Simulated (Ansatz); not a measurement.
A structure relaxed at PBE-D4/def2-SVP in Ansatz, charge 0, singlet:

```xyz
20

B     0.2338   -2.2574   -0.5730
N     0.0232   -0.9743    0.4398
C    -0.0526    0.5187    0.1157
C    -0.2281    1.2241    1.4716
C     1.2481    0.9742   -0.5522
C    -1.2618    0.7964   -0.7827
H    -0.8358   -1.2301    0.9577
H     0.7803   -1.1083    1.1329
H    -1.1584    0.9000    1.9834
H    -0.2937    2.3194    1.3227
H     0.6310    1.0294    2.1472
H     2.1344    0.7286    0.0671
H     1.3870    0.5000   -1.5401
H     1.2155    2.0738   -0.6825
H    -1.1513    0.3203   -1.7733
H    -2.2024    0.4216   -0.3301
H    -1.3608    1.8913   -0.9182
Cl    0.1724   -3.6605    0.6511
Cl    1.8817   -2.1313   -1.3744
Cl   -1.1627   -2.3358   -1.7626
```

**Question.** Give its formula, name or SMILES.

**Answer.** B(NH2tBu)Cl3 (C4H11BCl3N).

**Question.** Summarise the bond lengths by kind (pairs closer than 1.2 times the sum of covalent radii, bridged metal pairs left out).

**Answer.** 3 × C–C 1.53 to 1.54 Å; 3 × B–Cl 1.84 to 1.86 Å; 1 × B–N 1.65 Å; 1 × C–N 1.53 Å; 9 × C–H 1.10 to 1.11 Å; 2 × H–N 1.04 Å.
